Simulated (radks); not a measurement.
The iron anion Fe- inside a hard spherical wall (all orbitals vanish at R), configuration held at [Ar] 3d7 4s2 and not refilled when levels cross. All-electron calculation, scalar-relativistic Kohn-Sham, r2SCAN, spin-polarised, spherical densities, finite nucleus; open shells are filled with parallel spins first; meta-GGA in the generalised Kohn-Sham scheme; Fermi nuclear charge, rms radius 3.7377 fm. Program: a radial shooting solver on a logarithmic mesh with Libxc functionals. Eigenvalues in eV for spin up, with the zero of energy where the potential of the charges vanishes at infinity; a dash marks a level that is unbound or too diffuse for the functional's potential to be trusted. A positive occupied level is held by the wall or, in an anion where self-interaction has pushed it up, behind a barrier. The pressure on the wall is -dE/dV.

R (bohr)  E (hartree)  kinetic (hartree)    e(3s)    e(3p)   e(3d)   e(4s)  e(4p, empty)  e(5s, empty)  pressure (GPa)
20        -1272.82057           1288.081  -91.333  -56.079  -1.884  -0.728             -             -         0.00816
10        -1272.80408           1288.070  -88.643  -53.417   0.604   0.743         4.098         6.905           0.105
6         -1272.70919           1288.399  -85.374  -50.155   3.689   3.345         8.003        19.098            5.21
5         -1272.57718           1288.824  -82.903  -47.705   5.976   5.776        11.441        29.797            19.6
3.5       -1271.74198           1291.326  -73.849  -38.837  14.440  17.532        26.666        74.756             241
2         -1262.76222           1317.802  -35.951   -0.993  56.111  109.60        129.35        329.78           11700
1.5       -1241.89329           1375.286   15.192   53.099  116.20  276.60        298.06        701.15           82100
